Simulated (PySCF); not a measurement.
H₄O₂Se₂Si, SMILES O[Si](O)([SeH])[SeH] (CAM-B3LYP/def2-SVP optimised geometry):

```
9

O      1.553    -0.014     0.000
Si    -0.097    -0.014     0.000
O     -0.746    -0.804     1.299
Se    -0.536     2.210     0.000
Se    -0.960    -1.125    -1.788
H      1.988    -0.798    -0.356
H     -0.558    -0.424     2.167
H     -1.988     1.996     0.067
H     -1.445    -2.210    -0.925
```

Computed with CAM-B3LYP/def2-TZVP (PySCF).

Task: What are the frontier orbital energies and the dipole moment?

Result: HOMO-2 -9.89 eV, HOMO-1 -8.79 eV, HOMO -8.32 eV, LUMO 0.96 eV, LUMO+1 1.02 eV; dipole moment 1.58 D.

On the same geometry PBE/def2-TZVP run with PySCF 2.14.0 gives HOMO-2 -7.41 eV, HOMO-1 -6.30 eV, HOMO -5.89 eV, LUMO -0.96 eV, LUMO+1 -0.81 eV; dipole moment 1.52 D.

Meta-Löwdin charges at CAM-B3LYP/def2-TZVP: O1 -0.76, Si2 1.13, O3 -0.76, Se4 -0.23, Se5 -0.25, H6 0.36, H7 0.36, H8 0.07, H9 0.08.
